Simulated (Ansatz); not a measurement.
System: SnHCl₂, charge 0, doublet. SnHCl2 (SMILES [Cl][SnH][Cl], doublet).
B3LYP-D3(BJ)/def2-TZVP minimum from Ansatz (a program for electronic structure):
```
Sn
H 1 1.7500
Cl 1 2.3634 2 106.10
Cl 1 2.3634 2 106.10 3 -112.27
```
Charge 0, spin multiplicity 2.

Total energies in def2-SVP, 19 correlated electrons, 19 frozen orbitals. Open shells are spin-unrestricted; no spin-orbit coupling. Cores are frozen in correlated methods (noble-gas shells, and filled d and f shells in the p block). Past Kr the def2 sets carry scalar-relativistic core potentials. Spin-orbit terms, left out, reach several kcal/mol for Br and I, and more for heavier atoms.

```
method    program  energy (Eh)  minus CCSDT(Q) (mEh)
--------  -------  -----------  --------------------
HF         Ansatz  -1132.70490                371.81
MP2        Ansatz  -1133.03208                 44.63
CCSD       Ansatz  -1133.06681                  9.90
CCSD(T)    Ansatz  -1133.07493                  1.78
CCSDT(Q)   Ansatz  -1133.07671                  0.00
```

Rough core times of Ansatz's runs on a shared machine: CCSD(T) under 20 s, CCSDT(Q) 4 min.
